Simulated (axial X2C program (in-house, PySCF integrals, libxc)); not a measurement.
NbB⁺: cheaper levels and CCSD(T), two-component

All values were computed with an axial X2C code built on PySCF integrals. Two-component (2c) means X2C with spin–orbit coupling and atomic mean-field two-electron Coulomb and Gaunt terms. Basis: Nb dyall-cv3z [11s12p9d5f3g], B dyall-v3z [7s6p2d1f] (cores contracted in-house); Gaussian nuclei, density fitting, unrestricted open shells. Masses: Nb 92.906 u, B 11.009 u.

State: Ω = 5/2 (⟨Sz⟩ = 2.50, ⟨Lz⟩ = 0.00 at HF); fragments Nb+ + B.

```
level  Re (Å)  ωe (cm⁻¹)
 PBE0   2.093      577.9
 CCSD   2.105      522.8
 BP86   2.109      578.9
```

Correlated methods: 15 electrons correlated (number of frozen shells: Nb 3 s, 2 p, 1 d; B 1 s), 273 virtual spin orbitals or spinors in MP2, 90 natural virtuals in coupled cluster.

CCSD(T), same Hamiltonian and basis:

Re = 2.086 Å, ωe = 560.7 cm⁻¹; T1 = 0.037 (Lee–Taylor normalisation).

Q: Give the differences from CCSD(T) in the columns below.

A: 

```json
{"level": "PBE0", "ΔRe (Å)": "0.007", "Δωe (cm⁻¹)": "17"}
{"level": "CCSD", "ΔRe (Å)": "0.019", "Δωe (cm⁻¹)": "-38"}
{"level": "BP86", "ΔRe (Å)": "0.023", "Δωe (cm⁻¹)": "18"}
```

One determinant describes the state; a PBE0 search over occupations chose it and may have missed a lower one. De is not given where an atomic determinant may have missed its ground term or J level, or where the truncated virtual space spoils (T). Density functionals use the spin component along the axis (collinear). Coupled cluster ran in a truncated set of natural virtual spinors; the MP2 energy of the rest was added. (T) has no such correction and the atoms are truncated less, which lowers De at CCSD(T) by a hundredth of an eV or more. Other states lie close and PBE0, whose exact exchange favours high spin, may order them wrongly; the determinant shown need not be the ground state. The nearest other 2c determinant of the search, Ω = 1/2, lies 0.34 eV up at the distance of the search. The functionals have no current-density term, which raises determinants with orbital currents, atoms included. With several unpaired electrons one determinant need not be a pure state. This is the top spin component of a Σ state; components of lower Ω are not single determinants and can lie lower.
